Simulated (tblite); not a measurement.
Run record: nudged-elastic-band run, `CC[S@@+]([BH2-]C)C`.

Computed with GFN2-xTB (tblite), gas phase: nudged elastic band of 9 images (0 to 8), spring 0.2 eV/Å², climbing image at the end, force threshold 0.05 eV/Å. No saddle search or frequency run followed, so the top image need not be a first-order saddle, and its height can exceed the method's true barrier by a kcal/mol or more. A driver script takes a list of jobs; this job's settings line and coordinates (Å) are shown. «atoms» counts from 0 and names the dihedral (C6–C5–S3–B2 when counted from 1); «turn» is the rotation in degrees that makes the guess of the end point.

Command:
```bash
OMP_NUM_THREADS=1 python probes_run.py task.json out
```

Input:
```
{"job": {"kind": "neb", "xc": "GFN2-xTB", "basis": "xTB", "atoms": [5, 4, 2, 1], "turn": 120}, "charge": 0, "multiplicity": 1}
C     -2.802201    -0.287956     0.219926
B     -1.625990     0.572369    -0.472020
S      0.084276     0.061413     0.468265
C      0.328865    -1.640071    -0.124745
C      1.283705     0.936719    -0.605813
C      2.709339     0.816942    -0.102962
H     -2.817124    -0.174806     1.303993
H     -3.769452     0.053489    -0.144374
H     -2.746214    -1.354971     0.003028
H     -1.398131     0.301851    -1.610078
H     -1.679303     1.739278    -0.250552
H      1.360557    -1.936464     0.032977
H      0.058348    -1.697691    -1.174442
H     -0.327591    -2.274969     0.460626
H      0.955313     1.975025    -0.597891
H      1.171850     0.541481    -1.614422
H      3.058406    -0.211735    -0.144178
H      3.368682     1.425812    -0.717857
H      2.776861     1.163535     0.924806
```

Output:
```
image   E - E0 / eV
  0      -0.0000
  1       0.0065
  2       0.0295
  3       0.0682
  4       0.1041
  5       0.1074
  6       0.0742
  7       0.0525
  8       0.0339
```

Q: Read off the barriers.

A: The highest image is 5: 0.107 eV (2.48 kcal/mol) above the start and 0.074 eV (1.70 kcal/mol) above the end. The band met its force threshold.

Q: Which dihedral does each image have?

A: 0: 176°, 1: -167°, 2: -151°, 3: -134°, 4: -117°, 5: -100°, 6: -82°, 7: -63°, 8: -50°.

Q: Give the geometry of the highest image and of the end point.

A: 
Image 5:
```
atom  x, y, z in Å
C1     -2.706   -0.487   -0.148
B2     -1.517    0.477   -0.662
S3     -0.063    0.386    0.731
C4      0.443   -1.355    0.583
C5      1.295    1.313   -0.120
C6      2.360    0.467   -0.783
H7     -3.027   -0.241    0.865
H8     -3.578   -0.373   -0.789
H9     -2.448   -1.546   -0.160
H10    -0.960    0.120   -1.653
H11    -1.790    1.635   -0.644
H12     1.384   -1.511    1.099
H13     0.506   -1.642   -0.461
H14    -0.339   -1.926    1.071
H15     1.732    1.949    0.651
H16     0.791    1.938   -0.856
H17     1.935   -0.146   -1.573
H18     3.103    1.127   -1.228
H19     2.870   -0.174   -0.068
```

Image 8:
```
atom  x, y, z in Å
C1     -2.708   -0.413   -0.286
B2     -1.327    0.198   -0.857
S3     -0.118    0.343    0.754
C4      0.543   -1.345    0.902
C5      1.374    1.240    0.162
C6      2.002    0.692   -1.101
H7     -3.137    0.197    0.508
H8     -3.449   -0.463   -1.082
H9     -2.599   -1.426    0.104
H10    -0.741   -0.520   -1.604
H11    -1.400    1.330   -1.212
H12     1.458   -1.322    1.486
H13     0.712   -1.763   -0.085
H14    -0.211   -1.927    1.421
H15     2.080    1.239    0.993
H16     1.017    2.257    0.004
H17     1.262    0.626   -1.893
H18     2.797    1.360   -1.426
H19     2.432   -0.293   -0.935
```

On Arm Neoverse V1, one thread, shared host with 32 logical CPUs at a one-minute load of 26, this took 3.1 s of wall time and 0.18 GiB of memory at its peak.
